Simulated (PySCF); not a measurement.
H₆Si₃, neutral, multiplicity 1. Atoms are numbered in the order given.

```xyz
9

Si     0.0000     0.0000     1.2423
Si    -1.6970    -0.0082    -0.4468
H     -1.8483     1.4612    -0.7249
H     -1.3468    -0.6834    -1.7350
H     -3.0188    -0.5253     0.0191
Si     1.6970     0.0082    -0.4468
H      1.8483    -1.4612    -0.7249
H      1.3468     0.6834    -1.7350
H      3.0188     0.5253     0.0191
```
Charge 0, spin multiplicity 1.

Geometry: B3LYP-D3(BJ)/def2-SVP.

Level of theory: HF/def2-TZVPD (PySCF).

Mulliken values depend strongly on the basis, most of all with diffuse functions as here. Atomic charges (e):

```csv
atom,Mulliken,IAO
Si1,-0.02,?
Si2,0.08,?
H3,-0.01,?
H4,0.00,?
H5,-0.06,?
Si6,0.08,?
H7,-0.01,?
H8,0.00,?
H9,-0.06,?
```

Q: Some entries are withheld; supply them. (An estimate is asked for; the answer gives what the named calculation found.)

A: 
- Si1, IAO: 0.04
- Si2, IAO: 0.45
- H3, IAO: -0.16
- H4, IAO: -0.16
- H5, IAO: -0.16
- Si6, IAO: 0.45
- H7, IAO: -0.16
- H8, IAO: -0.16
- H9, IAO: -0.16
